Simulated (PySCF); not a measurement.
Fe²⁺: excitation energy

Fe²⁺ [Ar] 3d6 (5D) → Fe²⁺ [Ar] 3d5 4p1 (7P), as a difference of total energies. Calculation: PySCF 2.14, in aug-cc-pVTZ (8s7p5d3f2g, 93 functions); the non-relativistic Hamiltonian (point nucleus). Correlated levels: valence: [Ar] frozen. The calculations carry no spin-orbit coupling.

```csv
method,excitation energy (eV)
UHF,8.756
LDA,10.590
PBE,10.511
PBE0,10.327
r2SCAN,10.092
M06,10.219
LC-wPBE,10.898
PBEsol,10.470
PW91,10.590
MP2 (valence),10.043
SCS-MP2 (valence),10.442
```

How much does correlation contribute at MP2 (valence)?

10.043 − (8.756) = 1.287 eV, measured against UHF.

A first-order spin-orbit estimate (lowest level to lowest level, LS coupling) adds 0.010 eV.
